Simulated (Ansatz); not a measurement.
System: AlHF$_{2}$, charge 0, singlet. AlHF2 (SMILES [AlH]([F])[F]).
B3LYP-D3(BJ)/def2-TZVP minimum from Ansatz (a first-principles code):
```
Al
F 1 1.6442
F 1 1.6442 2 117.93
H 1 1.5535 2 121.03 3 180.00
```

Total energies in hartree (Ansatz). UHF or UKS for unpaired electrons; spin-orbit terms are left out. Cores are frozen in correlated methods. No relativity. For partners of very few electrons the exact lower level stands in for a higher one.

```tsv
species	HF/cc-pV(T+d)Z	CCSD(T)/cc-pV(T+d)Z	HF/cc-pV(Q+d)Z	CCSD(T)/cc-pV(Q+d)Z	CCSDT(Q)/cc-pV(T+d)Z
1: AlHF2 (SMILES [F][AlH][F])	-441.62066	-442.22764	-441.64475	-442.30495	-442.22840
2: Al (doublet)	-241.87908	-241.93131	-241.88044	-241.93374	-241.93179
3: H (doublet)	-0.49981	-0.49981	-0.49995	-0.49995	-0.49981
4: F (doublet)	-99.40552	-99.62036	-99.41377	-99.65026	-99.62061
```

Question: Work out the atomisation energy (electronic, to ground-state atoms) in kcal/mol: take Hartree-Fock from cc-pV(Q+d)Z, extrapolate the CCSD(T) correlation energy as X^-3 (X = 3, 4), and add CCSDT(Q) - CCSD(T) in cc-pV(T+d)Z. 1 hartree = 627.51 kcal/mol.

Answer: 
Species 1: correlation (64·(-0.66020) - 27·(-0.60698))/37 = -0.69904; step -0.00076; E1 = -441.64475 + (-0.69904) + (-0.00076) = -442.34455
Species 2: correlation (64·(-0.05330) - 27·(-0.05223))/37 = -0.05408; step -0.00048; E2 = -241.88044 + (-0.05408) + (-0.00048) = -241.93500
Species 3: correlation (64·(0.00000) - 27·(0.00000))/37 = 0.00000; step +0.00000; E3 = -0.49995 + (0.00000) + (+0.00000) = -0.49995
Species 4: correlation (64·(-0.23649) - 27·(-0.21484))/37 = -0.25229; step -0.00025; E4 = -99.41377 + (-0.25229) + (-0.00025) = -99.66631
-1·E1 +1·E2 +1·E3 +2·E4 = 0.57698 hartree = 362.1 kcal/mol.
